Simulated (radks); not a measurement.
Au2+, configuration [Xe] 4f14 5d8 6f1 (not the ground configuration).

Method: scalar-relativistic Kohn-Sham, PBE, spin-polarised, spherical densities, finite nucleus; open shells are filled with parallel spins first (spin-orbit coupling, left out, can overturn this in heavy ions); Fermi nuclear charge, rms radius 5.4371 fm; computed with a radial shooting solver on a logarithmic mesh with Libxc functionals.

Energy parts (eV):
part                       energy
total                  -517165.66
kinetic                 578318.95
electron-nucleus      -1284132.36
Hartree                 198475.44
exchange-correlation     -9827.69

Orbitals (lengths in bohr, moments of r in powers of bohr):
orbital  occ.  eigenvalue (eV)      <r^2>
1s up       1        -80774.17  0.0003934
1s down     1        -80774.17  0.0003934
2s up       1        -14279.79   0.005996
2s down     1        -14279.63   0.005996
2p up       3        -12353.54   0.005047
2p down     3        -12353.41   0.005047
3s up       1        -3395.406    0.03867
3s down     1        -3395.345    0.03866
3p up       3        -2836.375    0.03974
3p down     3        -2836.306    0.03974
3d up       5        -2238.119    0.03292
3d down     5        -2238.001    0.03292
4s up       1        -762.5317     0.1870
4s down     1        -762.3762     0.1870
4p up       3        -579.1322     0.2136
4p down     3        -578.9884     0.2136
4d up       5        -358.6242     0.2428
4d down     5        -358.4579     0.2426
4f up       7        -113.8489     0.3014
4f down     7        -113.6102     0.3001
5s up       1        -141.0767     0.9595
5s down     1        -140.0047     0.9549
5p up       3         -92.3045      1.276
5p down     3         -90.9766      1.270
5d up       5         -37.3640      2.381
5d down     3         -35.8537      2.402
6f up       1          -4.7411      91.43

The highest occupied level is 6f up at -4.741 eV. The electron density at the nucleus is 2.302e+06 e/bohr^3 (large components only). The spin density at the nucleus is -12.41 e/bohr^3 (1s -0.13, 2s -1.52, 3s 0.03, 4s 1.75, 5s -12.54).
